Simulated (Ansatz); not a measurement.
Molecule: C3H3N2, charge 0, multiplicity 2. It need not be the lowest isomer of its formula. SMILES: [c]1c[nH]nc1
Coordinates optimised at B3LYP-D3(BJ)/def2-TZVP (Ansatz, a quantum-chemistry and plane-wave program):
```xyz
8

C      0.2122    -1.1759     0.2878
C      1.1826    -0.2068     0.0185
N      0.5801     0.9516    -0.2540
N     -0.7387     0.7028    -0.1548
C     -1.0180    -0.5844     0.1746
H      2.2563    -0.2783     0.0062
H     -1.3854     1.4538    -0.3243
H     -2.0211    -0.9533     0.2949
```
Charge 0, spin multiplicity 2.

Property: atomisation energy (electronic, to ground-state atoms), in kJ/mol. Valence correlation only, unless marked. UHF or UKS for open shells. Spin-orbit coupling is left out. Non-relativistic. The coupled-cluster limit lacks core correlation, which all-electron functionals hold. CBS(X,Y): correlation extrapolated as X^-3; Hartree-Fock from the larger set (for Q and 5 zeta extrapolated as (X+1)exp(-9√X)).

The UHF reference is spin-contaminated (<S^2> 0.27 over the pure value in the largest basis). 

```tsv
level	program	atomisation energy (kJ/mol)
B3LYP-D4/def2-TZVPD	Ansatz + dftd4	[?]
HSE06-D3(BJ)/def2-TZVPD	Ansatz + dftd3	[?]
PBE-QIDH/def2-TZVPD	Ansatz	3397.4
CCSD/cc-pVDZ	Ansatz	2983.0
CCSD(T)/CBS(cc-pVQZ,cc-pV5Z)	Ansatz	3381.2
```

Problem. Fill in the missing entries.

Solution. 
- B3LYP-D4/def2-TZVPD, atomisation energy (kJ/mol): 3431.3
- HSE06-D3(BJ)/def2-TZVPD, atomisation energy (kJ/mol): 3488.8
